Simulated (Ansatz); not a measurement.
The same path of CH$_{8}$AlBSi (12 atoms, charge 0, multiplicity 1) was run twice with different band settings. The coordinate that changes most is the dihedral Si2–Al3–C4–H10.

All numbers below come from Ansatz 0.2.0, RKS B3LYP/def2-SVP.

Relaxed end points:

```xyz
12
Properties=species:S:1:pos:R:3
B -1.679 1.792 -0.279
Si -1.389 0.243 0.919
Al 1.036 -0.217 0.559
C 1.670 -1.438 -0.841
H -1.938 1.632 -1.447
H -1.464 2.918 0.102
H -1.588 0.519 2.376
H -2.145 -0.995 0.546
H 2.096 0.525 1.486
H 2.370 -2.184 -0.424
H 0.865 -1.978 -1.364
H 2.242 -0.872 -1.599
```

```xyz
12
Properties=species:S:1:pos:R:3
B -1.772 1.688 -0.286
Si -1.341 0.241 0.996
Al 1.076 -0.143 0.514
C 1.679 -1.407 -0.861
H -2.091 1.432 -1.422
H -1.589 2.846 0.002
H -1.464 0.610 2.442
H -2.061 -1.050 0.756
H 2.157 0.689 1.336
H 0.872 -2.018 -1.296
H 2.162 -0.853 -1.688
H 2.450 -2.090 -0.460
```

Common settings: climbing image yes; spring 5.0 eV/Å²; optimiser quadratic models (default); start path through a guess of the saddle point; force threshold 0.03 eV/Å; iteration limit 60; end points relaxed.

| run | movable images |
| --- | --- |
| 1 | 5 |
| 2 | 3 |

(1) What does each run give, and how far can it be trusted?

Results:

(1) Run 1: converged after 15 iterations, highest image 0.007 eV above the first end. The top lies less than 8 meV above the higher end, about what the thresholds resolve: that end is a shoulder or a very shallow well. A vibrational analysis at the climbing image gives one clearly imaginary mode, 49i cm⁻¹: a first-order saddle point.
Run 2: converged after 15 iterations, highest image 0.008 eV above the first end. The top lies less than 8 meV above the higher end, about what the thresholds resolve: that end is a shoulder or a very shallow well. Another band between the same ends (5 images) ends at a top of the same energy, where a vibrational analysis finds 1 clearly imaginary mode. So few images can step over the top or miss a turn of the path.
